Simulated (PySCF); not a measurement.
## Peak assignment

Geometry:
| atom | x (Å) | y (Å) | z (Å) |
| --- | --- | --- | --- |
| C1 | -4.701 | 0.241 | -0.192 |
| C2 | -3.546 | 0.501 | 0.017 |
| Si3 | -1.766 | 0.914 | 0.352 |
| Si4 | -0.536 | -0.830 | -0.534 |
| C5 | 1.054 | -0.337 | -1.499 |
| C6 | 1.886 | -0.541 | -0.217 |
| C7 | 1.954 | 0.762 | 0.506 |
| O8 | 0.992 | 1.426 | 0.813 |
| O9 | 3.197 | 1.152 | 0.798 |
| C10 | 0.921 | -1.466 | 0.548 |
| H11 | -5.712 | 0.010 | -0.377 |
| H12 | -1.543 | 2.211 | -0.298 |
| H13 | -1.673 | 1.046 | 1.810 |
| H14 | -1.210 | -1.960 | -1.203 |
| H15 | 1.143 | 0.661 | -1.923 |
| H16 | 1.354 | -1.051 | -2.262 |
| H17 | 2.895 | -0.929 | -0.365 |
| H18 | 3.190 | 2.003 | 1.265 |
| H19 | 0.914 | -1.296 | 1.623 |
| H20 | 1.182 | -2.508 | 0.377 |

Method: PBE0/pcSseg-1 with gauge-including orbitals, geometry: GFN2-xTB, in PySCF 2.14 (no relativistic terms, equivalent nuclei averaged, no solvent model, one computed conformer).

Shifts are taken against calculated references (same method and geometry level): 13C (σ = 186.93 ppm), 1H (σ = 31.72 ppm) vs TMS.

Q: Assign these signals to the numbered atoms. 13C{1H} NMR (computed): δ 189.8, 103.1, 89.0, 41.7, 17.2.

A: 
| δ (ppm) | atoms | environment | reason |
| --- | --- | --- | --- |
| 189.8 | C7 | carboxylic acid carbon | it is a carbonyl in resonance with an O or N lone pair, the region of acids, esters and amides |
| 103.1 | C1 | terminal alkyne carbon | sp carbons lie upfield of alkene carbons because the cylindrical π system leaves one tensor component strongly shielded |
| 89.0 | C2 | alkyne carbon | the triple bond shields along its axis, which puts it between sp3 and sp2 carbons |
| 41.7 | C6 | sp3 CH α to a carbonyl | the adjacent C=O deshields it moderately |
| 17.2 | C5/C10 | sp3 CH2 bonded to Si | – |

Q: Assign these signals to the numbered atoms. 1H NMR (400 MHz, computed): δ 6.12 (br s, 1H), 5.27 (m, 1H), 4.67 (m, 2H), 3.36 (m, 1H), 1.87 (m, 2H), 1.85 (t, 1H), 1.09 (m, 2H).

A: 
6.12 → H18, hydrogen on an acid hydroxyl oxygen: exchangeable; this is the value without hydrogen bonding to other molecules
5.27 → H14, hydrogen on a silicon bonded to 2 C, Si, in a 4-membered ring
4.67 → H12/H13, hydrogen on a silicon bonded to C, Si
3.36 → H17, hydrogen on an sp3 CH α to a carbonyl
1.87 → H16/H20, hydrogen on an sp3 CH2 bonded to Si
1.85 → H11, hydrogen on a terminal alkyne carbon: it lies on the axis of the triple bond, in its shielding cone
1.09 → H15/H19, hydrogen on an sp3 CH2 bonded to Si

H16/H20 and H11 lie closer than the usual error of such a calculation, so a measured spectrum could show them in the other order.

OH and NH positions are those of a molecule without intermolecular hydrogen bonds; in solution they move with solvent, concentration and temperature, and exchange usually removes their couplings. Shifts are as computed. Against solution values, carbons near 30 ppm lie about +3 ppm off and those near 130 ppm about +5 ppm. Of 1211 compounds with measured shifts, 218 miss one by over three times the rms of a fit or turn the order of signals round; such compounds aren't used in these exercises. Hydrogen bonding in solution deshields acid and N–H amide carbonyl carbons by as much as 10 ppm beyond these values. Multiplicities follow the n + 1 count of equivalent neighbours, as no J values were calculated; m marks all less simple cases, F and P coupling included.
